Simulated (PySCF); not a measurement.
Molecule: `Nc1cccc(Cl)c1`, C$_{6}$H$_{6}$ClN.

Bonds (- single, = double, # triple, : aromatic): N1-C2 1.376 Å, C2:C3 1.407 Å, C3:C4 1.390 Å, C4:C5 1.394 Å, C5:C6 1.393 Å, C6-Cl7 1.736 Å, C6:C8 1.390 Å, C8:C2 1.405 Å. N1 carries H9, H10; C3 carries H11; C4 carries H12; C5 carries H13; C8 carries H14.

Geometry PBE0-D3(BJ)/def2-SVP throughout; GIAO in PySCF 2.14.0 with density-fitted response routines, gas phase, one conformer, non-relativistic; equivalent atoms averaged; basis pcSseg-1.

Problem. How do the absolute shieldings σ depend on the functional? (a selection of nuclei; ppm; last column core-seconds on shared hosts with different chips, so compare them loosely; the GGAs took longer than the global hybrids here, which isn't the general rule, and the cause wasn't traced)

Solution. 
```tsv
functional	kind	N1	C2	C6	C4	C8	C3	H12	H13	H14	core-s
HF	Hartree–Fock	206.4	32.4	40.2	49.3	72.9	75.8	24.28	24.89	24.96	9.9
BP86	GGA	181.2	30.8	34.4	47.4	65.2	68.1	24.37	24.79	24.94	28
OPBE	GGA	185.8	44.1	47.6	58.5	75.2	77.9	24.19	24.66	24.87	28
KT2	GGA	186.4	41.4	46.5	59.0	75.3	78.7	24.45	24.85	24.95	26
KT3	GGA	185.6	42.7	47.3	59.6	75.5	78.7	24.58	24.99	25.14	26
B97-D	GGA	182.2	34.0	37.6	50.7	68.1	70.9	24.58	25.00	25.16	26
B3LYP	global hybrid	184.9	25.5	30.2	43.2	61.7	64.7	24.43	24.86	24.99	18
PBE0	global hybrid	189.3	32.2	37.5	48.7	67.3	70.2	24.16	24.62	24.76	21
WP04	global hybrid	176.3	19.7	22.7	37.5	54.3	57.2	24.78	25.14	25.35	19
LC-wPBE	range-separated hybrid	198.5	29.7	37.6	45.9	66.8	69.3	23.98	24.51	24.66	33
```

Problem. Which nucleus among those listed moves most, in ppm?

Solution. N1 (aniline-type nitrogen): from 176.3 ppm with WP04 to 206.4 ppm with HF. The smallest spread is 0.63 ppm, at H13. Proton shifts span only some 12 ppm, so a few tenths of a ppm matter as much there as several ppm in carbon.
